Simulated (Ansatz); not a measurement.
## Worked example: vertical energy of the triplet above the singlet of SnF2 (SMILES [F][Sn][F])

The species is SnF2 (3 atoms), meant as a singlet with charge 0. As SMILES, `[F][Sn][F]`. The shape comes from GFN2-xTB, which is rough for such elements, and wasn't checked as a minimum.

| atom | x (Å) | y (Å) | z (Å) |
| --- | --- | --- | --- |
| Sn | 0.0053 | -0.0076 | -0.8651 |
| F | 1.6183 | -0.0212 | 0.4431 |
| F | -1.6236 | 0.0288 | 0.4221 |

Both states at this one shape; open shells run unrestricted unless said. 1 Eh = 27.2114 eV.

```tsv
level	program	singlet SnF2 (Eh)	triplet SnF2 (Eh)
revPBE/STO-3G	Ansatz	-6161.690915	-6161.612204
BHLYP/STO-3G	Ansatz	-6162.192300	-6162.126319
```

Task: Work out the vertical gap, second state less first, at each level.

Result: 
1. revPBE/STO-3G: -6161.612204 − (-6161.690915) = 0.078711 Eh = 2.14 eV.
2. BHLYP/STO-3G: -6162.126319 − (-6162.192300) = 0.065981 Eh = 1.80 eV.

No measured value is set beside it here; the levels span 1.80 to 2.14 eV. Spin-orbit coupling, which splits open shells on such heavy atoms by tenths of an eV, is left out. Minimal sets are far from the basis-set limit. All-electron rows are non-relativistic unless named.
